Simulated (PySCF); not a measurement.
All values below come from TPSSh-D3(BJ)/def2-TZVP // PBE-D3(BJ)/def2-SVP (PySCF). Gas-phase values, no solvent. 

Reference species: [Ru(NH3)4]2+ (charge +2, multiplicity 1).

```json
{
 "coordination_number": "4",
 "mean_distance_from_the_central_atom_to_its_bonded_neighbours": "2.106 Å"
}
```

Changed species: [Pd(NH3)4]2+ (M = Pd, multiplicity 1; the reference has M = Ru, multiplicity 1).

### Question
Give the shifts of the coordination number and mean distance from the central atom to its bonded neighbours.

### Answer
the coordination number hardly moves; the mean distance from the central atom to its bonded neighbours decreases by 0.018 Å, to 2.088 Å.
